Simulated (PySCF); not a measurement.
CH3Cl2NSi2, SMILES Cl[Si]1(Cl)C=N[SiH2]1. Atoms are numbered in the order given.

```xyz
9

Cl     1.4752    -0.1011    -1.6808
Si     0.2612     0.0197     0.0000
Cl     1.4752    -0.1011     1.6808
C     -0.9885     1.4763     0.0000
N     -2.1634     0.9455     0.0000
Si    -1.9211    -0.8504     0.0000
H     -0.8654     2.5776     0.0000
H     -2.4890    -1.4934     1.2194
H     -2.4890    -1.4934    -1.2194
```
Charge 0, spin multiplicity 1.

Coordinates come from a r2SCAN-D4/def2-SVP optimisation. This is a generated structure with no PubChem entry under its InChIKey; it may be hypothetical.

The numbers are results of PySCF with r2SCAN-D4/def2-SVP, not measurements.

Frequencies are harmonic and unscaled.

| mode | ν (cm⁻¹) | IR (km/mol) | Raman (Å⁴/amu) | depolarisation | moving atoms (share of kinetic energy) |
|---|---|---|---|---|---|
| 1 | 53 | 3.5 | 2.7 | 0.75 | Cl 46 %, N 30 %, Si 20 % |
| 2 | 113 | 0.3 | 3.8 | 0.75 | Si 27 %, Cl 27 %, H 19 %, N 14 %, C 13 % |
| 3 | 155 | 4.5 | 4.5 | 0.69 | Cl 68 %, Si 26 % |
| 4 | 180 | 6.6 | 3.6 | 0.64 | Si 46 %, Cl 27 %, C 17 % |
| 5 | 284 | 0.2 | 4.7 | 0.75 | H 49 %, C 33 %, N 12 % |
| 6 | 327 | 7.3 | 23.5 | 0.11 | Cl 59 %, Si 20 %, C 10 %, N 8 % |
| 7 | 449 | 19.4 | 10.0 | 0.38 | Si 62 %, N 20 %, C 10 % |
| 8 | 471 | 40.8 | 10.5 | 0.75 | H 59 %, Cl 16 %, Si 14 % |
| 9 | 566 | 176.3 | 3.5 | 0.56 | Si 64 %, Cl 19 % |
| 10 | 590 | 103.1 | 0.7 | 0.75 | Si 61 %, Cl 24 %, H 13 % |
| 11 | 656 | 7.2 | 11.4 | 0.75 | H 76 %, N 14 % |
| 12 | 687 | 29.8 | 10.1 | 0.30 | N 57 %, Si 23 %, H 19 % |
| 13 | 741 | 10.3 | 9.3 | 0.54 | C 49 %, Si 24 %, H 21 % |
| 14 | 771 | 121.3 | 10.8 | 0.22 | H 63 %, Si 23 % |
| 15 | 889 | 50.9 | 1.8 | 0.75 | H 75 %, C 23 % |
| 16 | 938 | 119.7 | 12.2 | 0.72 | H 94 % |
| 17 | 1275 | 13.3 | 4.1 | 0.70 | H 80 %, C 13 % |
| 18 | 1591 | 46.7 | 5.7 | 0.15 | C 52 %, N 47 % |
| 19 | 2229 | 97.0 | 258.6 | 0.10 | H 98 % |
| 20 | 2242 | 82.8 | 133.5 | 0.75 | H 96 % |
| 21 | 3041 | 39.8 | 284.6 | 0.34 | H 92 %, C 8 % |
